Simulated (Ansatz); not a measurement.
Geometry optimisation, DFT PBE, scalar-relativistic, plane waves, PAW (Ansatz 0.2.0).

The input (input.yaml):

```yaml
crystal:
  lattice:
    - [10.86, 0.0, 0.0]
    - [0.0, 10.86, 0.0]
    - [0.0, 0.0, 10.86]
  atoms:
    - { symbol: Si, position: [0.5, 0.0, 0.0] }
    - { symbol: Si, position: [0.625, 0.125, 0.125] }
    - { symbol: Si, position: [0.75, 0.25, 0.0] }
    - { symbol: Si, position: [0.875, 0.375, 0.125] }
    - { symbol: Si, position: [0.75, 0.0, 0.25] }
    - { symbol: Si, position: [0.875, 0.125, 0.375] }
    - { symbol: Si, position: [0.0, 0.0, 0.0] }
    - { symbol: Si, position: [0.125, 0.125, 0.125] }
    - { symbol: Si, position: [0.25, 0.25, 0.0] }
    - { symbol: Si, position: [0.375, 0.375, 0.125] }
    - { symbol: Si, position: [0.5, 0.5, 0.0] }
    - { symbol: Si, position: [0.625, 0.625, 0.125] }
    - { symbol: Si, position: [0.75, 0.75, 0.0] }
    - { symbol: Si, position: [0.875, 0.875, 0.125] }
    - { symbol: Si, position: [0.25, 0.0, 0.25] }
    - { symbol: Si, position: [0.375, 0.125, 0.375] }
    - { symbol: Si, position: [0.5, 0.25, 0.25] }
    - { symbol: Si, position: [0.625, 0.375, 0.375] }
    - { symbol: Si, position: [0.75, 0.5, 0.25] }
    - { symbol: Si, position: [0.875, 0.625, 0.375] }
    - { symbol: Si, position: [0.5, 0.0, 0.5] }
    - { symbol: Si, position: [0.625, 0.125, 0.625] }
    - { symbol: Si, position: [0.75, 0.25, 0.5] }
    - { symbol: Si, position: [0.875, 0.375, 0.625] }
    - { symbol: Si, position: [0.75, 0.0, 0.75] }
    - { symbol: Si, position: [0.875, 0.125, 0.875] }
    - { symbol: Si, position: [0.0, 0.5, 0.0] }
    - { symbol: Si, position: [0.125, 0.625, 0.125] }
    - { symbol: Si, position: [0.25, 0.75, 0.0] }
    - { symbol: Si, position: [0.375, 0.875, 0.125] }
    - { symbol: Si, position: [0.0, 0.25, 0.25] }
    - { symbol: Si, position: [0.125, 0.375, 0.375] }
    - { symbol: Si, position: [0.25, 0.5, 0.25] }
    - { symbol: Si, position: [0.375, 0.625, 0.375] }
    - { symbol: Si, position: [0.5, 0.75, 0.25] }
    - { symbol: Si, position: [0.625, 0.875, 0.375] }
    - { symbol: Si, position: [0.125, -0.125, 0.375], spin: 1.0 }
    - { symbol: Si, position: [0.125, 0.125, 0.625] }
    - { symbol: Si, position: [0.25, 0.25, 0.5] }
    - { symbol: Si, position: [0.375, 0.375, 0.625] }
    - { symbol: Si, position: [0.5, 0.5, 0.5] }
    - { symbol: Si, position: [0.625, 0.625, 0.625] }
    - { symbol: Si, position: [0.75, 0.75, 0.5] }
    - { symbol: Si, position: [0.875, 0.875, 0.625] }
    - { symbol: Si, position: [0.25, 0.0, 0.75] }
    - { symbol: Si, position: [0.375, 0.125, 0.875] }
    - { symbol: Si, position: [0.5, 0.25, 0.75] }
    - { symbol: Si, position: [0.625, 0.375, 0.875] }
    - { symbol: Si, position: [0.75, 0.5, 0.75] }
    - { symbol: Si, position: [0.875, 0.625, 0.875] }
    - { symbol: Si, position: [0.0, 0.75, 0.25] }
    - { symbol: Si, position: [0.0, 0.5, 0.5] }
    - { symbol: Si, position: [0.125, 0.625, 0.625] }
    - { symbol: Si, position: [0.25, 0.75, 0.5] }
    - { symbol: Si, position: [0.375, 0.875, 0.625] }
    - { symbol: Si, position: [0.0, 0.25, 0.75] }
    - { symbol: Si, position: [0.125, 0.375, 0.875] }
    - { symbol: Si, position: [0.25, 0.5, 0.75] }
    - { symbol: Si, position: [0.375, 0.625, 0.875] }
    - { symbol: Si, position: [0.5, 0.75, 0.75] }
    - { symbol: Si, position: [0.625, 0.875, 0.875] }
    - { symbol: Si, position: [0.0, 0.75, 0.75] }
    - { symbol: Si, position: [0.125, 0.875, 0.875] }
magnetization:
  spin_polarized: true
total_charge: 1
basis:
  ecutwfc: 420.0
kpoints:
  mp_grid: { grid: [1, 1, 1] }
hamiltonian:
  xc: pbe
  pseudopotentials: { kind: paw, azcp: { folder: soft_1 } }
scf:
  occupations: { method: gaussian, width: 0.05 }
  lower_state_search: "off"
relax:
  f_tol: 0.03
  max_steps: 60
  adjacent_minimum: "off"
```

Command:

```bash
$ ansatz run input.yaml --threads 4 --pin off --max-ram 10240MiB --backend cpu --events-out ev --progress --plain --runs-dir out
```

Task: Where does it end, and by what steps?

Result: The forces met the threshold. Limits of this set-up: coarse k mesh, charged cell in a uniform background, uncorrected. After 2 steps the energy has fallen by 0.074 eV; Si6 moved furthest, 0.05 Å.

```csv
step,energy less start (eV),largest force component (eV/Å),accepted
0,0.0000,0.250,yes
1,-0.0694,0.075,yes
2,-0.0741,0.016,yes
```

```xyz
63
Lattice="10.8600 0.0000 0.0000 0.0000 10.8600 0.0000 0.0000 0.0000 10.8600" Properties=species:S:1:pos:R:3
Si 5.430 0.000 0.000
Si 6.797 1.366 1.367
Si 8.146 2.714 0.000
Si 9.494 4.063 1.367
Si 8.167 -0.012 2.737
Si 9.529 1.331 4.100
Si 0.000 0.000 0.000
Si 1.355 1.355 1.355
Si 2.714 2.714 0.000
Si 4.074 4.074 1.356
Si 5.430 5.430 0.000
Si 6.786 6.786 1.356
Si 8.146 8.146 0.000
Si 9.505 9.505 1.355
Si 2.694 0.012 2.736
Si 4.075 1.355 4.075
Si 5.430 2.714 2.716
Si 6.797 4.063 4.064
Si 8.146 5.430 2.716
Si 9.505 6.785 4.075
Si 5.430 0.000 5.430
Si 6.785 1.355 6.785
Si 8.167 2.693 5.442
Si 9.505 4.075 6.785
Si 8.167 0.012 8.123
Si 9.505 1.355 9.505
Si 0.000 5.430 0.000
Si 1.366 6.797 1.367
Si 2.714 8.146 0.000
Si 4.063 9.494 1.367
Si 0.012 2.693 2.737
Si 1.355 4.075 4.075
Si 2.714 5.430 2.716
Si 4.063 6.797 4.064
Si 5.430 8.146 2.716
Si 6.785 9.505 4.075
Si 1.331 -1.331 4.099
Si 1.330 1.331 6.761
Si 2.693 2.693 5.418
Si 4.063 4.063 6.796
Si 5.430 5.430 5.430
Si 6.797 6.797 6.796
Si 8.167 8.167 5.418
Si 9.529 9.530 6.761
Si 2.693 -0.012 8.123
Si 4.063 1.366 9.493
Si 5.430 2.714 8.144
Si 6.786 4.074 9.504
Si 8.146 5.430 8.144
Si 9.494 6.797 9.493
Si -0.012 8.166 2.736
Si 0.000 5.430 5.430
Si 1.355 6.785 6.785
Si 2.694 8.166 5.442
Si 4.075 9.505 6.785
Si -0.012 2.693 8.123
Si 1.366 4.063 9.493
Si 2.714 5.430 8.144
Si 4.074 6.786 9.504
Si 5.430 8.146 8.144
Si 6.797 9.494 9.493
Si 0.012 8.167 8.123
Si 1.355 9.505 9.505
```

The run took 33 s on 4 threads of Arm Neoverse V1, on a shared host, peak memory 1.6 GiB.
